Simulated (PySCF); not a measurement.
# Zinc: a sound run and one with changed settings

Sound run: Zn⁺ [Ar] 3d10 4s1, Zn²⁺ [Ar] 3d10. Calculation: PySCF 2.14, in Sapporo-DKH3-DZP-2012 (6s4p3d1f, 40 functions); scalar relativity by spin-free X2C-1e. In the sound run the correlated levels freeze [Ar]. The sound run starts from symmetry-adapted Hartree-Fock orbitals and uses a fine grid where one is needed.

Changed run: a valence shell is frozen. This setting is unsound on purpose.

Ionisation energy of Zn⁺:

```json
{"method": "UHF", "sound run (eV)": "17.001", "changed run (eV)": "17.001"}
{"method": "MP2", "sound run (eV)": "17.769", "changed run (eV)": "17.001"}
{"method": "SCS-MP2", "sound run (eV)": "17.644", "changed run (eV)": "17.001"}
{"method": "CCSD", "sound run (eV)": "17.686", "changed run (eV)": "17.001"}
{"method": "CCSD(T)", "sound run (eV)": "17.721", "changed run (eV)": "17.001"}
{"method": "CCSDT", "sound run (eV)": "n/a", "changed run (eV)": "17.001"}
{"method": "FCI", "sound run (eV)": "n/a", "changed run (eV)": "17.001"}
```

Freezing a valence shell removes pair correlation that changes on ionisation.

For comparison, NIST gives 17.964 eV between the lowest levels.
